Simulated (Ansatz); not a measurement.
System: C₄H₂FS, net charge -1, singlet state. It need not be the lowest isomer of its formula. Whether it binds its extra electron was not tested at this geometry. SMILES: c1cc([c-]s1)F
Geometry: optimised at B3LYP-D3(BJ)/def2-TZVP (Ansatz, an electronic-structure program).

Parts of the frozen-core correlation energy in cc-pV(T+d)Z (Ansatz, hartree). Frozen orbitals: 10; correlated occupied orbitals by spin: 16 and 16; virtual: 191 and 191. Spin-orbit coupling is left out. Non-relativistic.

```
term                            value
-------------------------  ----------
reference (HF)             -649.64120
MP2 opposite-spin            -0.78240
MP2 same-spin                -0.28062
CCSD correlation             -1.07631
(T)                          -0.05714
T1 diagnostic                   0.016
largest doubles amplitude       0.062
```
